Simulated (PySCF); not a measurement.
C₅H₁₂N₂.
Cartesian coordinates in Å at the GFN2-xTB level; atoms count from 1:
```xyz
19
C5H12N2 angstrom
C     -3.258   -0.560    0.409
C     -2.176    0.179   -0.365
N     -0.878   -0.063    0.237
C      0.216    0.583   -0.466
C      1.499    0.340    0.258
N      2.560    0.071   -0.354
C      3.777   -0.138    0.365
H     -3.224   -0.272    1.456
H     -4.239   -0.320    0.007
H     -3.109   -1.636    0.341
H     -2.208   -0.120   -1.429
H     -2.360    1.257   -0.320
H     -0.707   -1.064    0.279
H      0.321    0.266   -1.517
H      0.017    1.662   -0.460
H      1.431    0.412    1.353
H      4.159   -1.126    0.109
H      4.506    0.599    0.024
H      3.662   -0.060    1.455
```

A PySCF run (density fitting, gas phase, GFN2-xTB geometry) gave HOMO -8.19 eV, LUMO 8.33 eV, dipole 0.59 D.

Problem. Which of these levels was it?
A. HF/STO-3G
B. PBE0/6-31G
C. mPW1PW91/def2-SVPD
D. PBE0/def2-SVPD
E. PBE0/pcSseg-1

Solution. A. It is HF/STO-3G. All candidates on this geometry:

```tsv
level and settings	kind	basis functions	SCF cycles	E (Eh)	HOMO (eV)	LUMO (eV)	dipole (D)
PBE0/6-31G, start guess sap	global hybrid	87	14	-306.7585	-6.09	0.38	0.68
PBE0/def2-SVPD	global hybrid	236	14	-306.6573	-6.62	-0.04	0.77
mPW1PW91/def2-SVPD	global hybrid	236	14	-306.9541	-6.65	-0.04	0.77
PBE0/pcSseg-1	global hybrid	179	14	-306.8199	-6.53	0.11	0.68
HF/STO-3G, grid level 1, level shift 0.3 Eh	Hartree–Fock	47	12	-301.4589	-8.19	8.33	0.59
```

The nearest other candidate, by the summed differences of HOMO and LUMO, is PBE0/pcSseg-1: its HOMO differs by +1.66 eV and its LUMO by -8.22 eV. Cycle counts include a coarse-grid stage where the run had one. At HF/STO-3G the closed-shell solution lies near or past a triplet instability.
